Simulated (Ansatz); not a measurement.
Frontier orbitals of `[CH3][In]([F])[I]`.

Charge 0, multiplicity 1. Correlated methods include outer-core shells of I, In, which these sets cover unevenly. In, I takes the def2 core potential. Geometry: relaxed with PBE0-D4/def2-TZVP. Basis def2-TZVPP, Ansatz 0.2.0.

Orbital energies of one run (eV). Highest occupied ones, from the top: -7.46, -7.64, -8.32, -9.59, -9.91, -9.99, -11.84, -11.88, -11.98, -18.70, -19.26, -21.41, -21.58, -21.65. Empty: -2.09, -1.74, 0.22, 0.40, 1.45, 1.50.

Q: Which functional gave them?
A. r2SCAN
B. B3LYP
C. ωB97M-V
D. revPBE

A: B. HOMO energies: B3LYP -7.46, ωB97M-V -9.84, r2SCAN -6.86, revPBE -6.50 eV.

B3LYP here is the variant with VWN-RPA as its local correlation; programs differ in this.
